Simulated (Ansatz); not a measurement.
Job for Ansatz (an electronic-structure program): R-B3LYP/def2-TZVPP on CH4GeS (SMILES [CH3][Ge][SH]), a point of a torsion scan.

Ansatz 0.2 input:
```yaml
crystal:
  periodic: [false, false, false]
  atoms:
    - {symbol: C, position_ang: [-0.93825235, -0.11469875, 0.06833347]}
    - {symbol: Ge, position_ang: [0.22310950, 1.53678125, -0.21325770]}
    - {symbol: S, position_ang: [2.25170073, 0.47557631, 0.00684179]}
    - {symbol: H, position_ang: [-0.68830304, -0.87434089, -0.67373936]}
    - {symbol: H, position_ang: [-2.00150129, 0.10726045, -0.01391721]}
    - {symbol: H, position_ang: [-0.75681585, -0.55121413, 1.05189181]}
    - {symbol: H, position_ang: [2.25681928, 0.69947600, 1.31484003]}
basis:
  gaussian:
    orbitals: def2-TZVPP
hamiltonian:
  xc: {name: B3LYP}
scf: {lower_state_search: off}
```

The head of its log:

```
WARN ansatz: RAYON_NUM_THREADS=1 ignored (pool sized by the plan → 1); use --threads N
Functional definition: B3LYP
these checks for a lower state are left out or cut short: stability, starts, cluster_reference, orbital_swaps, neighbouring_geometries, increment
integrals: 0.09 GiB planned
1101 factors; their error is unknown
mean field: 0.82 GiB planned
mean field evaluation 1: about -68449.5571 eV, gradient 6.2e1 eV
mean field evaluation 2: about -68436.0104 eV, gradient 8.8e1 eV
```

Q: Give the final energy of this run.

A: -2515.8018 hartree.
